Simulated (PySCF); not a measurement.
# Computed properties of C₂H₆BNO, SMILES C1B(N)OC1

C2H6BNO, SMILES C1COB1N. Geometry: PBE0-D3(BJ)/def2-SVP. This is a generated structure with no PubChem entry under its InChIKey; it may be hypothetical. One conformer was computed; it need not be the lowest. All values are computed for the isolated molecule unless a solvent is named; none is compared with measurement here.

**Structure.** The optimised structure has Cs symmetry. All 27 harmonic modes at PBE0-D3(BJ)/def2-SVP (PySCF) are real, so it is a minimum. With heavy atoms numbered as in [NH2:1][B:2]1[CH2:3][CH2:4][O:5]1, the shortest bond between them is B2–O5 at 1.384 Å and the longest B2–C3 at 1.590 Å.

**Vibrations.** The strongest infrared lines (harmonic, unscaled, degenerate partners summed) lie at 1618 cm⁻¹ (386 km/mol, H 39 %, B 33 %, N 24 %), 389 cm⁻¹ (113 km/mol, H 68 %, N 19 %, B 12 %), 1460 cm⁻¹ (97 km/mol, H 64 %, B 30 %). The softest mode is at 154 cm⁻¹ and the zero-point energy is 56.9 kcal/mol.

**Electronic structure.** ωB97X/def2-TZVP (PySCF) places the frontier levels at -9.96 and 2.95 eV, a gap of 12.91 eV, and gives a dipole moment of 1.69 D and a mean polarisability of 45.9 bohr³. PBE/def2-TZVP (PySCF) at the same geometry gives -6.06 and 0.22 eV, so its gap is 6.63 eV narrower. An orbital gap is neither the optical nor the fundamental gap.

**Excitations.** TDA-B3LYP/def2-SVPD (PySCF) has S1 at 6.43 eV (193 nm, f = 0.020, weak); the most intense of the 10 singlets computed lies at 8.08 eV (f = 0.08). T1 (TDA) is at 6.24 eV, 0.19 eV under S1. TDA-PBE/def2-SVPD (PySCF) puts S1 at 5.90 eV. No vertical singlet excitation falls in the visible range (under 3.1 eV).

**NMR.** GIAO shifts at KT2/pcSseg-1 (PySCF) (non-relativistic, atoms alike by connectivity averaged): ¹³C from 15.4 to 71.3 ppm against TMS; ¹H from 1.8 to 4.7 ppm against TMS; ¹¹B at 20.3 ppm against BF3.
